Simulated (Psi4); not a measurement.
C$_{3}$H$_{9}$ClGe (SMILES [CH3][Ge]([CH3])([CH3])[Cl]), singlet, at a GFN2-xTB geometry.

Input for Psi4:
```
memory 2 GB

molecule {
0 1
C    -0.77230139    1.57821827   -1.11854410
Ge   -0.04763205   -0.06225771   -0.24982595
C     1.69340635   -0.62408479   -1.03983478
C    -1.37542605   -1.54795613   -0.22449554
Cl    0.34045905    0.44499871    1.78567799
H    -0.99361914    1.39040869   -2.16436519
H    -1.68546124    1.89671087   -0.62413822
H    -0.05160324    2.38858347   -1.05822792
H     2.09430243   -1.47927120   -0.50348214
H     1.56877166   -0.89824906   -2.08256959
H     2.41540828    0.18511590   -0.97947698
H    -1.62039297   -1.85834639   -1.23526003
H    -2.28890481   -1.23111656    0.27038308
H    -0.97615267   -2.40363106    0.31228822
}

set {
  basis sto-3g
}

energy('b3lyp5')
print_variables()
```

Problem. Predict the nuclear repulsion energy from B3LYP5/STO-3G run with Psi4.

Solution. 482.8884 Eh

Problem. Give the number of basis functions at the level B3LYP5/STO-3G.

Solution. 51

Problem. What is the computed total energy (B3LYP5/STO-3G)?

Solution. -5252.728506 Ry

Problem. Give the dipole moment at the level B3LYP5/STO-3G.

Solution. 2.88 D
